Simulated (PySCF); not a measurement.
Predicted microwave data (B3LYP/def2-SVPD in PySCF (dipole) on a GFN2-xTB geometry, gas phase) for one isomer of C4H4F3N3:

| Property | Result |
| --- | --- |
| Rotational constants | A = 3279, B = 822.2, C = 745.5 MHz |
| Dipole components | \|μa\| = 4.39 D, \|μb\| = 3.99 D, \|μc\| = 0.03 D |
| Inertial defect | -90.87 u·Å² |
| κ | -0.94 |

Question: Which candidate fits, each taken in the one conformer that was computed?
A. `FC(c1cnn(n1)C)(F)F`
B. `Cn1nncc1C(F)(F)F`
C. `Cn1cc(C(F)(F)F)nn1`

Answer: C. It is Cn1cc(C(F)(F)F)nn1, a near-prolate asymmetric top, point group C1. The candidates at the same level (rigid rotor, commonest isotopes):

```
            SMILES  A (MHz)  B (MHz)  C (MHz)  μa (D)  μb (D)  μc (D)  Δ (u·Å²)  point group                        rotor
  Cn1nncc1C(F)(F)F     2320     1169    903.7    1.40    1.93    0.00    -90.89           Cs               asymmetric top
Cn1cc(C(F)(F)F)nn1     3279    822.2    745.5    4.39    3.99    0.03    -90.87           C1  near-prolate asymmetric top
Cn1ncc(C(F)(F)F)n1     3144    851.0    761.6    3.33    0.16    0.01    -91.03            –  near-prolate asymmetric top
```

`Cn1ncc(C(F)(F)F)n1` has A 4 % too low; `Cn1nncc1C(F)(F)F` has B 42 % too high. No structure here is proved a minimum.

Conformer computed: `[CH3:1][n:2]1[cH:3][c:4]([C:5]([F:6])([F:7])[F:8])[n:9][n:10]1`: C3–C4–C5–F6 165°.
